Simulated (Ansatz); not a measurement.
Consider the ligand exchange at a Ga–Cl bond: `[NH2][Ga]([SH])[Cl]` + H₂S → `[NH2][Ga]([SH])[SH]` + HCl.

Computed with Ansatz on PBE0-D4/def2-TZVP structures; ΔE is electronic, products minus reactants. CBS: MP2 limit from def2 TZ/QZ plus the TZ coupled-cluster correction, frozen cores. This one scheme is used for every species. Functionals use def2-TZVPP. B3LYP here is the variant with VWN-RPA as its local correlation; programs differ in this. For Ga outer-core shells are correlated without core-valence functions, which leaves a few kJ/mol of doubt a bond. Scalar relativity is left out up to krypton. One conformer a species, not always the lowest.

```
        level  ΔE (eV)
    revPBE-D4     0.29
       revPBE     0.32
        B3LYP     0.38
MP2/CBS(def2)     0.31
```

What does CCSD(T)/CBS give? (An estimate is asked.)

Computed: +0.32 eV. The listed levels differ from it by -0.03, 0.00, 0.06, -0.01 eV.

Largest T1 diagnostic among the species: 0.012.

At CCSD(T), def2-SVP lies +0.09 eV from the extrapolated value and def2-TZVPP +0.01 eV. In def2-TZVPP, CCSD(T) changes the Hartree–Fock value by −0.15 eV (the triples alone add −0.02 eV) and MP2 by −0.16 eV. Leaving LDA and LC-ωPBE aside and taking each functional with its dispersion term where it has one, the values, not all of them listed here, spread over 0.09 eV, from revPBE-D4 to BHLYP-D4.
